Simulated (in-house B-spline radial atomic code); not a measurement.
A fraction x of an electron is removed from 4f in Eu III (Eu2+), starting from [Xe] 4f7 and keeping the highest spin. Computed with an all-electron radial atomic-structure program (B-spline basis): scalar-relativistic (X2C) PBE0, spin-polarised, spherical fractional occupations, Fermi nucleus of rms radius 5.1115 fm.

Caution: exact exchange at fractional occupations of open shells leaves self-interaction of up to several eV.

| x | E(x) - E(0) (eV) | 4f up level (eV) |
| --- | --- | --- |
| 0 | 0.0000 | -20.274 |
| 0.1 | 2.1052 | -21.834 |
| 0.2 | 4.3677 | -23.421 |
| 0.32 | 7.2943 | -25.361 |
| 0.39 | 9.1097 | -26.509 |
| 0.5 | 12.1261 | -28.339 |
| 0.61 | 15.3453 | -30.197 |
| 0.67 | 17.1879 | -31.223 |
| 0.85 | 23.0884 | -34.351 |
| 0.93 | 25.8930 | -35.765 |
| 1 | 28.4401 | -37.013 |

The exact functional would give a straight line between the two integer points. Deviations E(x) - E(0) - x[E(1) - E(0)], in eV: -0.739 at x = 0.1, -1.32 at x = 0.2, -1.807 at x = 0.32, -1.982 at x = 0.39, -2.094 at x = 0.5, -2.003 at x = 0.61, -1.867 at x = 0.67, -1.086 at x = 0.85, -0.556 at x = 0.93.

The curve lies below the straight line by up to 2.094 eV (at x = 0.5): convex, the delocalisation error, to which spherically averaged exact exchange adds.

(1) How well does Slater's transition state (minus the level at half occupation) give the ionisation energy?

Answers

(1) It gives 28.339 eV against 28.440 eV from the two total energies; NIST lists 24.84 eV, ground level to ground level. The end point has an open shell averaged over its orbitals, so its exact exchange keeps a self-interaction and this is no true integer point.
